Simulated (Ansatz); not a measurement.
Spectroscopic constants of CrW, closed-shell singlet (the spin of the measured ground state). No spin–orbit coupling. Cr is treated without relativity. The T1 diagnostic near the minimum is 0.090, so single-reference values are doubtful.

Seven points along R, fitted to fifth degree in 1/R; most abundant isotopes. Runs in def2 and cc sets follow the lowest solution found near the PBE0 minimum. The singlet is held restricted.

Run with Ansatz (an electronic-structure program). Values without a source in brackets are computed. In def2 rows elements past Kr take small-core potentials, without spin–orbit coupling.

Question: What bond length and harmonic frequency does PBE/def2-TZVPP give, and what D_e (from each atom's lowest state at the same level)?

Answer: r_e = 1.820 Å, ω_e = 588 cm⁻¹, D_e = 2.63 eV.

Question: What bond length and harmonic frequency does B97M-V/def2-TZVPP give, and what D_e (from each atom's lowest state at the same level)?

Answer: r_e = 1.797 Å, ω_e = 608 cm⁻¹, D_e = -0.10 eV.

Question: What bond length and harmonic frequency does PBE0/def2-TZVPP give, and what D_e (from each atom's lowest state at the same level)?

Answer: r_e = 1.776 Å, ω_e = 653 cm⁻¹, D_e = -0.74 eV.

Measured for the ground state: D_0 2.867 ± 0.001 eV [Morse and co-workers].
